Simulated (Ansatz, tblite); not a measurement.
Cost and result up the ladder for Sb2H4 (6 atoms). Total charge 0; singlet. Geometry: B3LYP-D4/def2-TZVP.

```xyz
6

Sb   -0.7331   -0.6697   -1.0361
Sb    0.7423    0.6694    1.0297
H    -0.0526    0.3711   -2.2197
H    -2.0492    0.4104   -0.8151
H     2.0503   -0.4239    0.8270
H     0.0423   -0.3574    2.2142
```

Ansatz on 4 threads of Arm Neoverse V2 on a shared host; xTB runs through tblite on one thread. Times are rough, summed over both states, and most runs start from the orbitals of an earlier one. PBE0-D4/def2-TZVP serves as the yardstick here, not as an exact answer. The other state is a doublet.

In the def2 sets Sb takes a core potential; there is no spin–orbit coupling. The xTB rows come from tblite. Correlated methods freeze 8 core orbitals; core or outer-core shells of Sb are correlated, in sets that lack core-valence functions.

Correlated methods converge slowly with the basis.

Raw xTB energies of ions are shifted by several eV.

```tsv
level	functions	wall time
GFN2-xTB	22	0.004 s
GFN1-xTB	26	0.005 s
PBE-D4/def2-TZVP	124	2 s
PBE0-D4/def2-TZVP (with forces)	124	4.2 s
r2SCAN-D4/def2-TZVP	124	5 s
CCSD(T)/def2-TZVPP	156	2.8 min
```

Problem. Estimate what each level gives for the vertical IE (eV).

Solution. 
```tsv
level	vertical IE (eV)	difference from PBE0-D4/def2-TZVP (eV)	remarks
GFN2-xTB	12.32	3.75	–
GFN1-xTB	13.71	5.15	–
PBE-D4/def2-TZVP	8.50	-0.07	–
PBE0-D4/def2-TZVP (with forces)	8.56	0.00	–
r2SCAN-D4/def2-TZVP	8.54	-0.02	–
CCSD(T)/def2-TZVPP	8.59	0.03	spin-contaminated (⟨S²⟩ 0.84) (+1 doublet)
```
